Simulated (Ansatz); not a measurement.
`C=CCOB(O)O`, charge 0, multiplicity 1.

(1) Give a relaxed structure at PBE0-D4/def2-TZVP (the Gaussian-basis code of Ansatz). (Best estimate.)

## Answers

(1) Computed: 
Z-matrix (Å, degrees):
```
C
C 1 1.491
O 1 1.422 2 111.6
H 1 1.096 2 109.9 3 -121.8
H 1 1.092 2 110.3 3 118.7
C 2 1.324 1 123.9 3 -121.6
H 2 1.088 1 115.7 3 59.3
B 3 1.361 1 121.0 2 -84.4
H 6 1.084 2 121.8 1 -178.5
H 6 1.086 2 121.3 1 1.1
O 8 1.367 3 120.8 1 -0.8
O 8 1.368 3 119.6 1 179.3
H 11 0.960 8 111.8 3 -179.0
H 12 0.960 8 111.9 3 -0.3
```
This is one stationary point; other conformers may exist.
